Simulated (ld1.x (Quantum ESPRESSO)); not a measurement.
**molybdenum (Mo), TM: configuration errors across variants**

molybdenum, norm-conserving Troullier–Martins (Kleinman–Bylander form), made with ld1.x (Quantum ESPRESSO) 7.5 (PBEsol, scalar-relativistic). Core [Kr], reference 4d3 5s0 5p0 (charge +3). Waves: 5s (bound, empty): rc 2.40 bohr; 5p (bound, empty): rc 3.15 bohr; 4d (bound): rc 1.30 bohr. Local part: all-electron potential smoothed inside 1.15 bohr (lloc = -1). Core correction: none.

All-electron excitation energies from the reference (eV): (1) 4d5 5s1 5p0 -49.084; (2) 4d5 5s0 5p0 -42.180; (3) 4d4 5s0 5p0 -26.724; (4) 4d5 5s0.5 5p0 -46.343; (5) 4d4 5s2 5p0 -48.906; (6) 4d2 5s0 5p0 39.475; (7) 4d5.5 5s0.5 5p0 -48.797.

2 further variants failed, have other tests or too few solved ones, and are left out.

A true bound ghost makes a file unfit for plane-wave use even where its test errors are small: the radial tests pick states by their node count and pass the ghost by.

Errors AE − PS in meV (a dash: test not solved or not reliable):

```tsv
change	(1)	(2)	(3)	(4)	(5)	(6)	(7)	bound ghosts
base	+348	+20	-0.3	+195	+559	+16	+221	s, p
local potential the d channel	+292	+15	-1.7	+164	+474	+15	+188	s, p
wave 5s (bound): rc 2.40 bohr becomes 5s (bound): rc 2.58 bohr	+347	+20	-0.3	+195	+558	+16	+221	s, p
wave 5p (bound): rc 3.15 bohr becomes 5p (bound): rc 3.04 bohr	+347	+20	-0.3	+195	+559	+16	+221	s, p
```

Q: Give the same row for: local potential all-electron potential smoothed inside 3.72 bohr (lloc = -1).

A: -1119, -1185, -295, -1164, -287, -151, -1600; bound ghosts: none.
